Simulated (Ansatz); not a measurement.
Z-matrix (Å, degrees):
```
Si
C 1 1.864
Si 1 2.342 2 110.5
Si 1 2.342 2 110.4 3 -119.9
H 1 1.492 2 108.6 3 120.1
C 2 1.331 1 123.8 3 -120.3
H 2 1.089 1 118.0 3 59.7
H 3 1.488 1 110.4 2 -177.5
H 3 1.489 1 109.5 2 -58.3
H 3 1.488 1 111.3 2 61.6
H 4 1.488 1 110.5 2 177.7
H 4 1.488 1 111.3 2 -61.4
H 4 1.489 1 109.6 2 58.5
H 6 1.086 2 122.0 1 -180.0
H 6 1.086 2 121.8 1 0.0
```

Charge 0, multiplicity 1.

(1) List the r2SCAN/def2-TZVPP orbital energies in eV (Ansatz 0.2.0). (Estimate.)

## Answers

(1) The calculation gave: Occupied: -1790.84, -1790.84, -1790.84, -273.41, -273.24, -141.34, -141.34, -141.34, -96.20, -96.20, -96.19, -96.19, -96.19, -96.19, -96.19, -96.18, -96.18, -20.11, -15.45, -14.25, -13.62, -12.55, -11.36, -10.35, -9.07, -8.99, -8.82, -8.77, -8.16, -7.87, -7.53, -6.57. Lowest empty: -1.50, -0.75, -0.57, 0.08, 0.22, 0.92, 1.25, 1.40.
